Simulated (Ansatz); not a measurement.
Born–Oppenheimer molecular dynamics of H$_{3}$NS$_{2}$Si (7 atoms, charge 0, multiplicity 1). It goes on from the last frame of an earlier run, with new velocities.

Method: Ansatz, RKS PBE0-D4/def2-SVP.

```yaml
ensemble: NVT, Langevin thermostat
time_step: 0.5 fs
steps_asked: 100
set_temperature: 300 K
friction: 0.001 /fs
seed: 796100
```

Frames 1 fs apart, positions in Å, forces in eV/Å.

Velocities at 5 fs (Å/ps):

```
N -1.85 5.51 -2.99
Si 3.68 -7.17 5.29
S -1.64 -1.01 3.19
S -0.14 4.36 -5.42
H 3.61 4.53 -16.66
H -12.69 3.09 -22.77
H -2.28 4.28 -17.36
```

```xyz
7
Properties=species:S:1:pos:R:3:forces:R:3 time_fs=5 energy_less_start_eV=-0.106 T=375
N -0.799 0.858 -0.181 0.93 0.84 -0.18
Si 0.549 -0.163 -0.015 -0.65 -0.01 0.31
S 0.764 -1.359 1.695 0.37 0.22 1.31
S 0.244 -2.228 -0.164 -0.24 -0.59 -1.15
H -0.651 1.838 -0.418 -0.04 -0.23 0.08
H -1.693 0.544 -0.474 -0.94 -0.45 -0.10
H 1.749 0.514 -0.461 0.56 0.22 -0.26
7
Properties=species:S:1:pos:R:3:forces:R:3 time_fs=6 energy_less_start_eV=-0.123 T=386
N -0.801 0.864 -0.184 0.32 0.35 -0.39
Si 0.552 -0.170 -0.010 -0.75 0.55 0.08
S 0.763 -1.360 1.698 0.36 0.16 1.29
S 0.244 -2.223 -0.170 -0.24 -0.73 -1.08
H -0.647 1.841 -0.435 -0.03 -0.27 0.08
H -1.708 0.545 -0.497 -0.07 -0.16 0.18
H 1.749 0.519 -0.480 0.41 0.09 -0.15
7
Properties=species:S:1:pos:R:3:forces:R:3 time_fs=7 energy_less_start_eV=-0.114 T=379
N -0.802 0.871 -0.188 -0.23 -0.24 -0.55
Si 0.556 -0.177 -0.004 -0.76 1.14 -0.18
S 0.761 -1.361 1.702 0.35 0.09 1.26
S 0.243 -2.219 -0.176 -0.24 -0.87 -1.00
H -0.641 1.841 -0.450 -0.03 -0.18 0.05
H -1.722 0.542 -0.517 0.72 0.14 0.45
H 1.754 0.525 -0.500 0.19 -0.07 -0.02
7
Properties=species:S:1:pos:R:3:forces:R:3 time_fs=8 energy_less_start_eV=-0.088 T=350
N -0.803 0.877 -0.192 -0.46 -0.76 -0.59
Si 0.559 -0.183 0.001 -0.74 1.70 -0.44
S 0.759 -1.362 1.706 0.33 0.03 1.21
S 0.243 -2.215 -0.182 -0.24 -1.01 -0.92
H -0.636 1.840 -0.464 -0.01 -0.03 0.00
H -1.730 0.541 -0.534 1.16 0.31 0.61
H 1.760 0.531 -0.520 -0.04 -0.23 0.13
7
Properties=species:S:1:pos:R:3:forces:R:3 time_fs=9 energy_less_start_eV=-0.068 T=330
N -0.805 0.883 -0.197 -0.25 -1.06 -0.48
Si 0.562 -0.189 0.006 -0.74 2.18 -0.67
S 0.758 -1.363 1.711 0.31 -0.04 1.15
S 0.242 -2.212 -0.188 -0.24 -1.12 -0.83
H -0.630 1.839 -0.477 0.00 0.06 -0.04
H -1.728 0.542 -0.546 1.14 0.33 0.61
H 1.766 0.534 -0.539 -0.21 -0.36 0.26
7
Properties=species:S:1:pos:R:3:forces:R:3 time_fs=10 energy_less_start_eV=-0.059 T=318
N -0.806 0.888 -0.202 0.37 -1.09 -0.24
Si 0.565 -0.194 0.011 -0.78 2.57 -0.85
S 0.756 -1.363 1.716 0.29 -0.09 1.07
S 0.241 -2.209 -0.194 -0.24 -1.22 -0.72
H -0.624 1.840 -0.490 0.00 0.08 -0.05
H -1.715 0.547 -0.552 0.69 0.18 0.44
H 1.769 0.532 -0.556 -0.32 -0.44 0.35
7
Properties=species:S:1:pos:R:3:forces:R:3 time_fs=11 energy_less_start_eV=-0.047 T=311
N -0.808 0.892 -0.207 1.32 -0.85 0.09
Si 0.568 -0.198 0.015 -0.87 2.83 -0.97
S 0.755 -1.365 1.721 0.26 -0.14 0.97
S 0.241 -2.206 -0.201 -0.23 -1.28 -0.62
H -0.617 1.841 -0.505 -0.01 0.00 -0.03
H -1.695 0.553 -0.555 -0.11 -0.10 0.14
H 1.770 0.525 -0.570 -0.35 -0.46 0.41
7
Properties=species:S:1:pos:R:3:forces:R:3 time_fs=12 energy_less_start_eV=-0.025 T=286
N -0.808 0.895 -0.212 2.24 -0.54 0.41
Si 0.570 -0.201 0.019 -1.00 2.97 -1.03
S 0.754 -1.366 1.726 0.22 -0.18 0.86
S 0.240 -2.204 -0.208 -0.22 -1.32 -0.50
H -0.611 1.843 -0.520 -0.04 -0.12 0.01
H -1.677 0.558 -0.556 -0.90 -0.39 -0.17
H 1.767 0.512 -0.580 -0.30 -0.42 0.42
7
Properties=species:S:1:pos:R:3:forces:R:3 time_fs=13 energy_less_start_eV=-0.013 T=276
N -0.807 0.899 -0.217 2.65 -0.45 0.58
Si 0.573 -0.203 0.024 -1.20 2.97 -1.02
S 0.752 -1.367 1.732 0.19 -0.21 0.72
S 0.239 -2.202 -0.215 -0.21 -1.33 -0.38
H -0.606 1.843 -0.535 -0.05 -0.15 0.02
H -1.668 0.558 -0.557 -1.23 -0.51 -0.30
H 1.760 0.495 -0.586 -0.16 -0.32 0.39
7
Properties=species:S:1:pos:R:3:forces:R:3 time_fs=14 energy_less_start_eV=-0.024 T=297
N -0.804 0.903 -0.222 2.31 -0.65 0.47
Si 0.574 -0.204 0.027 -1.40 2.87 -0.96
S 0.752 -1.368 1.738 0.15 -0.24 0.57
S 0.237 -2.200 -0.222 -0.19 -1.31 -0.25
H -0.601 1.843 -0.550 -0.06 -0.16 0.02
H -1.671 0.554 -0.562 -0.84 -0.34 -0.15
H 1.753 0.474 -0.586 0.04 -0.18 0.31
7
Properties=species:S:1:pos:R:3:forces:R:3 time_fs=15 energy_less_start_eV=-0.036 T=300
N -0.799 0.906 -0.225 1.51 -1.01 0.21
Si 0.575 -0.203 0.031 -1.60 2.69 -0.86
S 0.751 -1.369 1.745 0.10 -0.25 0.41
S 0.236 -2.199 -0.229 -0.17 -1.27 -0.12
H -0.597 1.842 -0.564 -0.07 -0.13 0.00
H -1.683 0.546 -0.568 -0.04 -0.01 0.15
H 1.747 0.452 -0.584 0.26 -0.03 0.21
7
Properties=species:S:1:pos:R:3:forces:R:3 time_fs=16 energy_less_start_eV=-0.032 T=289
N -0.794 0.908 -0.229 0.74 -1.36 -0.02
Si 0.576 -0.202 0.034 -1.78 2.44 -0.72
S 0.750 -1.371 1.751 0.05 -0.25 0.24
S 0.234 -2.199 -0.236 -0.15 -1.20 0.00
H -0.592 1.840 -0.577 -0.06 -0.06 -0.03
H -1.695 0.539 -0.572 0.71 0.30 0.42
H 1.743 0.429 -0.580 0.48 0.13 0.10
```

Of the whole run (50 fs, mean temperature of the second half 277 K): A run of 0.05 ps of so small a system gives no equilibrium averages.

Run time: 4.1 min on 1 thread of Intel(R) Xeon(R) Platinum 8259CL CPU @ 2.50GHz (Skylake/Cascade Lake) (shared host), peak memory 0.17 GiB.
